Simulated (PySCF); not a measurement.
Se⁺: excitation energy

Se⁺ [Ar] 3d10 4s2 4p3 (4S) → Se⁺ [Ar] 3d10 4s2 4p2 5s1 (4P), as a difference of total energies. Calculation: PySCF 2.14, in aug-cc-pVDZ-DK (6s5p3d, 36 functions); scalar relativity by spin-free X2C-1e. Correlated levels: valence: [Ar] 3d10 frozen. The calculations carry no spin-orbit coupling.

```json
{"method": "UHF", "excitation energy (cm⁻¹)": "95831", "error (cm⁻¹)": "-1635"}
{"method": "MP2 (valence)", "excitation energy (cm⁻¹)": "96221", "error (cm⁻¹)": "-1245"}
{"method": "SCS-MP2 (valence)", "excitation energy (cm⁻¹)": "95921", "error (cm⁻¹)": "-1546"}
{"method": "CCSD (valence)", "excitation energy (cm⁻¹)": "95640", "error (cm⁻¹)": "-1826"}
{"method": "CCSD(T) (valence)", "excitation energy (cm⁻¹)": "95561", "error (cm⁻¹)": "-1905"}
{"method": "CCSDT (valence)", "excitation energy (cm⁻¹)": "95532", "error (cm⁻¹)": "-1935"}
```

Reference: 97467 cm⁻¹ (measured; NIST levels, between the centres of gravity of the two terms).

Errors of the correlated levels include the incompleteness of this basis and the frozen core.
